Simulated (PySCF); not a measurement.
Se(I)(OH) (HIOSe), SMILES O[Se]I. The structure is a stationary point at PBE0-D3(BJ)/def2-TZVP. The def2 effective core potentials stand for the cores of I; spin–orbit coupling is left out. One conformer was computed; it need not be the lowest.

Computed equilibrium geometry at PBE0-D3(BJ)/def2-TZVP (PySCF confirms it by a frequency run) as bond lengths and angles (one conformer of several):
Atoms: Se1 I2 O3 H4. Bonded distances (Å): Se1–I2 2.513, Se1–O3 1.782, O3–H4 0.964. Bond angles (°): I2–Se1–O3 102.2, Se1–O3–H4 107.4.
Charge 0, spin multiplicity 1.
